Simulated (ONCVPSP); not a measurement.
# What the settings do to the ONCV potential of vanadium (V)

Base potential:

V, optimised norm-conserving Vanderbilt (ONCV), made with ONCVPSP 4.0.1 (PBEsol, scalar-relativistic). Core [Ne], reference 3s2 3p6 3d3 4s2. Waves: 3s+4s: rc 1.55 bohr, ncon 4, nbas 7, qcut 9.2 1/bohr, 2 projectors; 3p: rc 1.50 bohr, ncon 5, nbas 8, qcut 9.8 1/bohr, 2 projectors, debl 0.8 Ha; 3d: rc 1.30 bohr, ncon 3, nbas 7, qcut 11.5 1/bohr, 2 projectors, debl 3.6 Ha. Local part: polynomial inside 0.90 bohr (lpopt 3, dvloc0 -1 Ha). Core correction: polynomial model core, fcfact 0.25.

In the p channel the program set the typed energies aside and used -1.615, 0.250 Ha.

All-electron outer shells of the reference configuration (PBEsol, scalar-relativistic, ld1.x):

```json
{"shell": "2p", "level (eV)": "-502.79", "outermost node (bohr)": "–", "outermost maximum (bohr)": "0.21"}
{"shell": "3s", "level (eV)": "-70.03", "outermost node (bohr)": "0.38", "outermost maximum (bohr)": "0.82"}
{"shell": "3p", "level (eV)": "-43.95", "outermost node (bohr)": "0.35", "outermost maximum (bohr)": "0.84"}
{"shell": "3d", "level (eV)": "-5.18", "outermost node (bohr)": "–", "outermost maximum (bohr)": "0.90"}
{"shell": "4s", "level (eV)": "-4.72", "outermost node (bohr)": "1.17", "outermost maximum (bohr)": "2.76"}
```

Cutoffs, loose and tight: the cutoffs (Ha) at which the residual kinetic energy of the hardest occupied pseudo-wave falls to 1 and 0.1 mHa per electron. They do not see the model core or the augmentation charge, which bear on the density cutoff. Test errors are all-electron minus pseudo excitation energies from the reference, over the configurations 3s2 3p6 3d3 4s1; 3s2 3p6 3d3 4s0; 3s2 3p6 3d2 4s0; 3s2 3p6 3d3 4s1.5. A dash means not determined; rows that change the core or the reference have their own tests.

```tsv
change	outcome	cutoff, loose	cutoff, tight	bound ghosts	GHOST(+) flags above zero	largest test error (meV)
base	generated, projector energies reset by the program	49 Ha	56 Ha	none	none	+6.3
local potential polynomial inside 0.90 bohr (lpopt 3, dvloc0 8.5 Ha)	generated, projector energies reset by the program	49 Ha	56 Ha	none	none	+6.2
functional PW91	generated, projector energies reset by the program	49 Ha	56 Ha	none	none	+7.1
d: debl 0.2	failed: wellstate: ERROR lschfb convergence error, n= 4 l= 2	–	–	–	–	–
reference 3s2 3p6 3d3 4s1	generated, projector energies reset by the program	49 Ha	56 Ha	none	none	+12
d: qcut 14.8	generated, projector energies reset by the program	62 Ha	73 Ha	none	none	+2.3
local potential polynomial inside 1.20 bohr (lpopt 3, dvloc0 0 Ha)	generated, projector energies reset by the program	49 Ha	56 Ha	none	none	+6.2
d: nproj 1	generated, projector energies reset by the program	49 Ha	56 Ha	none	none	+2.1
s: rc 1.22	generated, projector energies reset by the program	49 Ha	56 Ha	none	s	+8.4
core correction polynomial model core, fcfact 0.38	generated, projector energies reset by the program	49 Ha	56 Ha	none	none	+6.3
```

Task: What comes out with this change to the base: s: qcut 12.9; p: qcut 13.7; d: qcut 16.1?

Result: outcome: generated, projector energies reset by the program; cutoff, loose: 65 Ha; cutoff, tight: 77 Ha; bound ghosts: none; GHOST(+) flags above zero: none; largest test error (meV): +1.7.
